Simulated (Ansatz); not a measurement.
C$_{5}$H$_{15}$O$_{2}$Si, charge +1, singlet, geometry from GFN2-xTB; MP2/STO-3G (Ansatz, a quantum-chemistry and plane-wave program).

The Ansatz input:
Ansatz 0.2 input:
```yaml
crystal:
  periodic: [false, false, false]
  atoms:
    - {symbol: C, position_ang: [2.94369932, 1.91177469, 0.71550495]}
    - {symbol: C, position_ang: [2.64124402, 0.60970739, -0.00095751]}
    - {symbol: O, position_ang: [1.23034019, 0.45642314, -0.11564129]}
    - {symbol: Si, position_ang: [0.26214938, -0.71284220, -0.59849238]}
    - {symbol: C, position_ang: [0.14484599, -2.26186060, 0.46752199]}
    - {symbol: O, position_ang: [-1.19706517, 0.23157620, -0.16869727]}
    - {symbol: C, position_ang: [-2.57050323, -0.06891096, -0.48509897]}
    - {symbol: C, position_ang: [-3.48893689, 0.46102128, 0.59570044]}
    - {symbol: H, position_ang: [4.01886965, 2.03260516, 0.80233655]}
    - {symbol: H, position_ang: [2.54227533, 2.75459528, 0.15936291]}
    - {symbol: H, position_ang: [2.51145476, 1.90704963, 1.71253350]}
    - {symbol: H, position_ang: [3.06763268, 0.60847316, -1.00682324]}
    - {symbol: H, position_ang: [3.04307334, -0.24286950, 0.55099586]}
    - {symbol: H, position_ang: [0.16235563, -0.85531801, -2.04114479]}
    - {symbol: H, position_ang: [-0.73270441, -2.86366227, 0.24628526]}
    - {symbol: H, position_ang: [0.11483817, -2.01364593, 1.52946283]}
    - {symbol: H, position_ang: [1.00638691, -2.90789398, 0.31757368]}
    - {symbol: H, position_ang: [-1.07031623, 1.16675901, 0.05768486]}
    - {symbol: H, position_ang: [-2.81443888, 0.36276476, -1.45966455]}
    - {symbol: H, position_ang: [-2.62611340, -1.15430626, -0.55532193]}
    - {symbol: H, position_ang: [-4.51458084, 0.19196662, 0.36207418]}
    - {symbol: H, position_ang: [-3.43148187, 1.54550862, 0.65987693]}
    - {symbol: H, position_ang: [-3.23563725, 0.03337901, 1.56234442]}
basis:
  gaussian:
    orbitals: STO-3G
total_charge: 1
magnetization: {spin_polarized: false}
correlation: {method: mp2}
```

It wrote (shortened):

```
Functional definition: HF
815 factors; integrals over basis functions are off by at most 4.1e-5 eV
mean field evaluation 1: about -17112.5922 eV, gradient 2.8e1 eV
mean field evaluation 2: about -17113.0145 eV, gradient 2.8e1 eV
mean field evaluation 4: about -17115.8399 eV, gradient 1.9e0 eV
mean field evaluation 8: about -17115.8547 eV, gradient 5.1e-4 eV
mean field -17115.85473532 eV, -628.9960599798 hartree, gradient 2.1e-6 eV, S^2 0.000000; 0 other end points of the search recorded, 0 dependent functions left out
12 core orbitals not correlated
reference -17115.85473532 eV, -628.9960599798 hartree; 25, 25 occupied and 22, 22 virtual orbitals, 815 factors
second order -9.98170906 eV of doubles, -0.00000000 eV of singles
Total energy: -17125.83644437 eV, -629.3628810219 hartree
```
